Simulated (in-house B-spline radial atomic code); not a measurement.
Computed with a B-spline radial atomic code. Model: two electrons, singlet ground state, non-relativistic, full CI in B-splines with partial waves to l = 8 (at full coupling up to 3e-4 hartree above the limit, correlation up to 0.6 % small), density held at that of full coupling by Lieb maximisation.

Along the adiabatic connection the electron repulsion is scaled by a coupling λ while a local potential keeps the density fixed. At λ = 0 the system is the Kohn-Sham one and W equals the exchange energy; the exchange-correlation energy is the area under W between 0 and 1. The kinetic energy rises with λ as the electrons avoid each other, with dT/dλ = −λ dW/dλ.

Command:
```bash
python run_ac.py task.json out
```
Settings (lengths in bohr, energies in hartree):
```
potential              gauss
strength               0.688
lmax                   8
second                 9.51
```

Run time, properties included: 51 s on 1 thread of Intel(R) Xeon(R) Processor @ 2.30GHz, on a shared host.

**W = mean repulsion less Hartree energy, and W of three functionals.**

Given: confinement Gaussian well; well depth 0.688 hartree; well width 9.51 bohr; external potential -V exp(-r^2/w^2).

Computed: LDA exchange minus exact 31.315 millihartree; SCAN exchange minus exact 0.41063 millihartree.

| coupling | W xc (hartree) | W xc minus exchange (millihartree) | kinetic minus Kohn-Sham (millihartree) | LDA (PW92) W minus its exchange (millihartree) | PBE W minus its exchange (millihartree) | SCAN W minus its exchange (millihartree) |
| --- | --- | --- | --- | --- | --- | --- |
| 0 | -0.21789 | 0 | 0 | 0 | 0 | 0 |
| 0.02 | -0.21988 | -1.987 | 0.02 | -8.42 | -3.22 | -1.84 |
| 0.05 | -0.2227 | -4.811 | 0.12 | -16.06 | -7.34 | -4.42 |
| 0.12 | -0.22863 | -10.739 | 0.62 | -28.24 | -15.17 | -9.78 |
| 0.25 | -0.23762 | -19.729 | 2.25 | -43.07 | -26.12 | -18.04 |
| 0.4 | -0.24557 | -27.679 | 4.81 | -54.77 | -35.5 | -25.62 |
| 0.6 | -0.25345 | -35.554 | 8.71 | -65.91 | -44.89 | -33.52 |
| 0.8 | -0.25928 | -41.385 | 12.76 | -74.16 | -52.08 | -39.68 |
| 1 | -0.26377 | -45.874 | 16.78 | -80.63 | -57.81 | -44.61 |
| 1.4 | ? | ? | ? | ? | ? | ? |
| 2 | -0.27655 | -58.654 | 35.03 | -100.2 | -75.61 | -59.31 |
| 3 | ? | ? | ? | ? | ? | ? |
| 4.5 | -0.28823 | -70.34 | 70.32 | -120.4 | -94.46 | -72.13 |
| 7 | -0.29317 | -75.278 | 98.07 | -129.77 | -103.31 | -76.58 |

Task: What belongs in the row 1.4?

Result: W xc (hartree): -0.27025; W xc minus exchange (millihartree): -52.36; kinetic minus Kohn-Sham (millihartree): 24.48; LDA (PW92) W minus its exchange (millihartree): -90.3; PBE W minus its exchange (millihartree): -66.53; SCAN W minus its exchange (millihartree): -51.99.

Task: What belongs in the row 3?

Result: W xc (hartree): -0.28284; W xc minus exchange (millihartree): -64.949; kinetic minus Kohn-Sham (millihartree): 50.48; LDA (PW92) W minus its exchange (millihartree): -110.76; PBE W minus its exchange (millihartree): -85.41; SCAN W minus its exchange (millihartree): -66.48.

Task: What is the PBE exchange minus exact?

Result: 9.1534 millihartree.

**Energy parts, natural occupations and partial-wave weights.**

Computed: total energy -0.8176 hartree; exchange energy -0.21789 hartree; correlation energy -0.029091 hartree; kinetic part of the DFT correlation energy 0.016783 hartree; initial slope twice GL2 -0.10145 hartree; Kohn-Sham kinetic 0.11352 hartree; Lieb Oxford ratio E_xc over LDA exchange 1.3238.

```json
{"natural": "s", "occupation of the shell (electrons)": "1.8336"}
{"natural": "p", "occupation of the shell (electrons)": "0.15532"}
{"natural": "s", "occupation of the shell (electrons)": "?"}
{"natural": "d", "occupation of the shell (electrons)": "0.00095781"}
{"natural": "p", "occupation of the shell (electrons)": "0.00031292"}
{"natural": "f", "occupation of the shell (electrons)": "0.00010697"}
```

Task: What belongs in the row s?

Result: occupation of the shell (electrons): 0.0095279.

```csv
wave,weight
s,0.9216
p,?
d,0.00049993
f,5.9049e-05
g,1.2775e-05
```

Task: What belongs in the row p?

Result: weight: 0.077824.

Task: What is the Hartree energy?

Result: 0.43578 hartree.

Task: What is the kinetic part over minus potential part?

Result: 0.36585.

Half-way to full coupling W has made 69 % of its drop, against 50 % for a straight line, and second-order (GL2) theory, half the initial slope, overshoots the correlation energy by about 74 %: correlation is strong. Over couplings 0 to 1 the errors in E_xc come to about +4.7 millihartree for LDA, +1.1 millihartree for PBE, +2.0 millihartree for SCAN, so PBE is nearest. In LDA and PBE the errors of exchange and correlation have opposite signs, so the sum is smaller than the larger of the two.
